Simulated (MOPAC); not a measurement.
Input file for MOPAC: PM6 on F2Te (SMILES F[Te]F), a point of a bond scan (R = 2.575 Å).

```
PM6 1SCF PRECISE CHARGE=0 THREADS=1
F2Te

Te     0.04128966 1    -0.02631507 1     0.32717205 1
F      0.79102411 1     1.74889501 1    -1.38078427 1
F     -0.83521100 1    -1.13661273 1    -0.95234664 1
```

Output:

```
*******************************************************************************
 **                                                                           **
 **                              MOPAC v23.2.5                                **
 **                                                                           **
 *******************************************************************************
 ** MOPAC's Digital Object Identifier: https://doi.org/10.5281/zenodo.6511958 **
 **                                                                           **
 ** Please cite the open-source release paper for use of this MOPAC version:  **
 ** J. E. Moussa and J. J. P. Stewart (2026)                                  **
 ** MOPAC: An open-source semiempirical molecular orbital program             **
 ** J. Open Source Softw., 11(119), 8025, https://doi.org/10.21105/joss.08025 **
 *******************************************************************************

                              PM6 CALCULATION RESULTS

 *******************************************************************************
 *  PM6        - The PM6 Hamiltonian to be used
 *
 *
 *
 *                 CHARGE ON SYSTEM = 0
 *
 *
 *
 *  PRECISE    - TIGHTER CRITERIA TO BE USED
 *  1SCF       - DO 1 SCF AND THEN STOP
 *  THREADS=1  - MULTI-THREADING NOT USED
 *  T=         - A TIME OF 172800.0 SECONDS REQUESTED
 *  DUMP=N     - RESTART FILE WRITTEN EVERY 7200.0 SECONDS REQUESTED
 *******************************************************************************
PM6 1SCF PRECISE CHARGE=0 THREADS=1
 F2Te

   ATOM   CHEMICAL          X               Y               Z
  NUMBER   SYMBOL      (ANGSTROMS)     (ANGSTROMS)     (ANGSTROMS)

     1      Te          0.04128966  *  -0.02631507  *   0.32717205  *
     2       F          0.79102411  *   1.74889501  *  -1.38078427  *
     3       F         -0.83521100  *  -1.13661273  *  -0.95234664  *



          CARTESIAN COORDINATES

    NO.       ATOM           X           Y           Z

     1        Te          0.0413     -0.0263      0.3272
     2         F          0.7910      1.7489     -1.3808
     3         F         -0.8352     -1.1366     -0.9523

 General Reference for PM6:
 "Optimization of Parameters for Semiempirical Methods V: Modification of NDDO Approximations
 and Application to 70 Elements", J. J. P. Stewart, J. Mol. Mod., 13, 1173-1213 (2007)
 URL: https://link.springer.com/article/10.1007/s00894-007-0233-4

           Empirical Formula: Te F2  =     3 atoms



      MOLECULAR POINT GROUP   :   Cs


      RHF CALCULATION, NO. OF DOUBLY OCCUPIED LEVELS = 10


 -------------------------------------------------------------------------------
 PM6 1SCF PRECISE CHARGE=0 THREADS=1
 F2Te



     1SCF WAS SPECIFIED, SO BFGS WAS NOT USED
     SCF FIELD WAS ACHIEVED


                              PM6 CALCULATION
                                                       MOPAC v23.2.5 Linux




          FINAL HEAT OF FORMATION =        -51.90176 KCAL/MOL =    -217.15695 KJ/MOL


          COSMO AREA              =         98.43 SQUARE ANGSTROMS
          COSMO VOLUME            =         83.16 CUBIC ANGSTROMS

          IONIZATION POTENTIAL    =          9.774957 EV
          HOMO LUMO ENERGIES (EV) =         -9.775 -2.967
          NO. OF FILLED LEVELS    =         10
          MOLECULAR WEIGHT        =        165.5968         POINT GROUP:  Cs

          MOLECULAR DIMENSIONS (Angstroms)

            Atom       Atom       Distance
            F     3    F     2     3.33981
            F     2   Te     1     1.46462
            F     3   Te     1     0.00000


          SCF CALCULATIONS        =          1





   ATOM   CHEMICAL          X               Y               Z
  NUMBER   SYMBOL      (ANGSTROMS)     (ANGSTROMS)     (ANGSTROMS)

     1      Te          0.04128966  *  -0.02631507  *   0.32717205  *
     2       F          0.79102411  *   1.74889501  *  -1.38078427  *
     3       F         -0.83521100  *  -1.13661273  *  -0.95234664  *

                             CARTESIAN COORDINATES

   1   Te        0.041289660    -0.026315070     0.327172050
   2    F        0.791024110     1.748895010    -1.380784270
   3    F       -0.835211000    -1.136612730    -0.952346640


           Empirical Formula: Te F2  =     3 atoms



      MOLECULAR POINT GROUP   :   Cs


                  EIGENVALUES
 -71.85683 -39.28239 -38.66707 -15.87456 -15.64769 -14.74625 -14.72745 -13.75911
 -11.64250  -9.77496  -2.96671  -2.18742


              NET ATOMIC CHARGES AND DIPOLE CONTRIBUTIONS

  ATOM NO.   TYPE          CHARGE      No. of ELECS.   s-Pop       p-Pop
    1         Te           0.755128        5.2449     1.99463     3.25025
    2          F          -0.321189        7.3212     1.99428     5.32691
    3          F          -0.433939        7.4339     1.96100     5.47293
 DIPOLE           X         Y         Z       TOTAL
 POINT-CHG.     0.670    -0.424     5.302     5.361
 HYBRID        -0.110    -0.112    -0.254     0.299
 SUM            0.560    -0.537     5.048     5.107


          ATOMIC ORBITAL ELECTRON POPULATIONS

     Atom    s        px        py        pz
    1 Te   1.99463   1.60728   0.97163   0.67133
    2  F   1.99428   1.93892   1.67111   1.71688
    3  F   1.96100   1.89119   1.80583   1.77591

 **********************
 *                    *
 * JOB ENDED NORMALLY *
 *                    *
 **********************




 == MOPAC DONE ==
```

The run finished.

Cost: around 0.03 core-seconds (rough).
